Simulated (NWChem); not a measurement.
All runs are NWChem calculations. System: C4H4ClF, charge 0, spin multiplicity 1, at a geometry optimised with PBE/def2-SVP. The structure started from a generated list of species. Level: RHF/def2-SVP.

Output (cleaned and shortened):

```
             Northwest Computational Chemistry Package (NWChem) 7.3.0
             --------------------------------------------------------

                                NWChem Input Module
                                -------------------

 Scaling coordinates for geometry "geometry" by  1.889725989
 (inverse scale =  0.529177249)

                             Geometry "geometry" -> ""
                             -------------------------

 Output coordinates in angstroms (scale by  1.889725989 to convert to a.u.)

  No.       Tag          Charge          X              Y              Z
 ---- ---------------- ---------- -------------- -------------- --------------
    1 F                    9.0000    -1.23660300     1.43718300     0.73578100
    2 C                    6.0000    -0.97480000     0.50701100    -0.24572200
    3 C                    6.0000    -1.70701600    -0.87107100    -0.10855700
    4 C                    6.0000    -0.32046300    -1.49663100    -0.09759600
    5 C                    6.0000     0.30252700    -0.29475200    -0.11803100
    6 Cl                  17.0000     1.94383900     0.21328100    -0.10291500
    7 H                    1.0000    -1.10962100     0.99702800    -1.23643900
    8 H                    1.0000    -2.26012800    -0.93729100     0.85092600
    9 H                    1.0000    -2.38154300    -1.15087300    -0.94604700
   10 H                    1.0000     0.03396700    -2.53663200    -0.12148300

 Effective nuclear repulsion energy (a.u.)     272.4892617277

            Nuclear Dipole moment (a.u.)
            ----------------------------
        X                 Y               Z
 ---------------- ---------------- ----------------
    -0.0000018897    -0.0000037795    -0.0000094486


 Summary of "ao basis" -> "" (spherical)
 ------------------------------------------------------------------------------
       Tag                 Description            Shells   Functions and Types
 ---------------- ------------------------------  ------  ---------------------
 *                          def2-svp                  on all atoms

 Summary of "ao basis" -> "ao basis" (spherical)
 ------------------------------------------------------------------------------
       Tag                 Description            Shells   Functions and Types
 ---------------- ------------------------------  ------  ---------------------
 F                          def2-svp                 6       14   3s2p1d
[...]
    81     -0.237499   6 Cl px               18     -0.230270   2 C  px
    76      0.215091   6 Cl py               78     -0.173440   6 Cl px
    61     -0.166573   5 C  py

 Vector   27  Occ=2.000000D+00  E=-3.660911D-01
              MO Center=  2.5D-01, -6.4D-01, -9.8D-02, r^2= 3.0D+00
   Bfn.  Coefficient  Atom+Function         Bfn.  Coefficient  Atom+Function
  ----- ------------  ---------------      ----- ------------  ---------------
    83      0.390118   6 Cl pz               48     -0.348419   4 C  pz
    62     -0.335199   5 C  pz               51     -0.284092   4 C  pz
    65     -0.251346   5 C  pz               80      0.242217   6 Cl pz

 Vector   28  Occ=0.000000D+00  E= 1.313726D-01
              MO Center= -1.2D-01, -7.8D-01, -1.2D-01, r^2= 3.0D+00
   Bfn.  Coefficient  Atom+Function         Bfn.  Coefficient  Atom+Function
  ----- ------------  ---------------      ----- ------------  ---------------
    51      0.722157   4 C  pz               65     -0.639217   5 C  pz
    62     -0.371344   5 C  pz               90     -0.371692   7 H  s
    48      0.361225   4 C  pz               31      0.270741   3 C  s
    95     -0.239724   8 H  s                83      0.236668   6 Cl pz
    17      0.219302   2 C  s                23     -0.186391   2 C  pz

 Vector   29  Occ=0.000000D+00  E= 1.858176D-01
              MO Center= -1.8D+00, -8.1D-01, -9.2D-01, r^2= 6.0D+00
   Bfn.  Coefficient  Atom+Function         Bfn.  Coefficient  Atom+Function
  ----- ------------  ---------------      ----- ------------  ---------------
    31      2.571535   3 C  s               100     -1.530230   9 H  s
    90     -1.071344   7 H  s               105     -0.858140  10 H  s
    95     -0.776067   8 H  s                50     -0.678474   4 C  py
    23     -0.465275   2 C  pz               59      0.463360   5 C  s
    22      0.445282   2 C  py               49      0.447476   4 C  px

 Vector   30  Occ=0.000000D+00  E= 2.090706D-01
              MO Center= -5.1D-01, -1.4D+00, -4.4D-01, r^2= 7.5D+00
   Bfn.  Coefficient  Atom+Function         Bfn.  Coefficient  Atom+Function
  ----- ------------  ---------------      ----- ------------  ---------------
    17      2.350474   2 C  s               105      1.817289  10 H  s
    31     -1.505336   3 C  s                59     -1.424974   5 C  s
    90     -1.246267   7 H  s                50      1.206627   4 C  py
    95      0.758524   8 H  s                63      0.602103   5 C  px
    36     -0.544055   3 C  py               23     -0.477242   2 C  pz

 center of mass
 --------------
 x =   0.11269426 y =   0.09343392 z =   0.03702055

 moments of inertia (a.u.)
 ------------------
         376.178240693126          -2.548734821753          63.027675421545
          -2.548734821753         844.776871070082         -72.818649412626
          63.027675421545         -72.818649412626        1114.182180240094

  Mulliken analysis of the total density
  --------------------------------------

    Atom       Charge   Shell Charges
 -----------   ------   -------------------------------------------------------
    1 F    9     9.38   1.99  1.12  0.82  3.33  2.10  0.01
    2 C    6     5.66   1.99  0.90  0.19  1.92  0.57  0.09
    3 C    6     6.00   1.99  0.88  0.16  2.03  0.89  0.05
    4 C    6     6.16   1.99  0.89  0.46  1.97  0.80  0.05
    5 C    6     5.94   1.99  0.93  0.14  1.97  0.85  0.07
    6 Cl  17    17.13   2.00  1.99  1.21  0.76  5.94  2.10  3.09  0.04
    7 H    1     0.94   0.76  0.16  0.02
    8 H    1     0.92   0.74  0.15  0.02
    9 H    1     0.94   0.75  0.17  0.02
   10 H    1     0.93   0.74  0.17  0.03

       Multipole analysis of the density wrt the origin
       ------------------------------------------------

     L   x y z        total         open         nuclear
     -   - - -        -----         ----         -------
     0   0 0 0     -0.000000      0.000000     54.000000

     1   1 0 0     -0.440013      0.000000     -0.000002
     1   0 1 0     -0.813641      0.000000     -0.000004
     1   0 0 1     -0.547346      0.000000     -0.000009

     2   2 0 0    -31.022859      0.000000    408.386339
     2   1 1 0      1.630107      0.000000     10.779340
     2   1 0 1      1.383697      0.000000    -26.317072
     2   0 2 0    -30.355847      0.000000    175.160710
     2   0 1 1     -1.443786      0.000000     33.623434
     2   0 0 2    -31.266412      0.000000     31.385225

 Task  times  cpu:        6.0s     wall:        6.0s

 Total times  cpu:        6.0s     wall:        6.0s
```

Task: Write an NWChem input that would produce this output.

Result: One answer among several that fit: 
```
start mol
memory heap 200 mb stack 800 mb global 1000 mb
geometry units angstroms nocenter noautoz noautosym
  F     -1.236603     1.437183     0.735781
  C     -0.974800     0.507011    -0.245722
  C     -1.707016    -0.871071    -0.108557
  C     -0.320463    -1.496631    -0.097596
  C      0.302527    -0.294752    -0.118031
  Cl     1.943839     0.213281    -0.102915
  H     -1.109621     0.997028    -1.236439
  H     -2.260128    -0.937291     0.850926
  H     -2.381543    -1.150873    -0.946047
  H      0.033967    -2.536632    -0.121483
end
basis spherical
  * library def2-svp
end
scf
  rhf
  nopen 0
  maxiter 100
  thresh 1e-7
  semidirect memsize 60000000 filesize 0
end
task scf energy
```
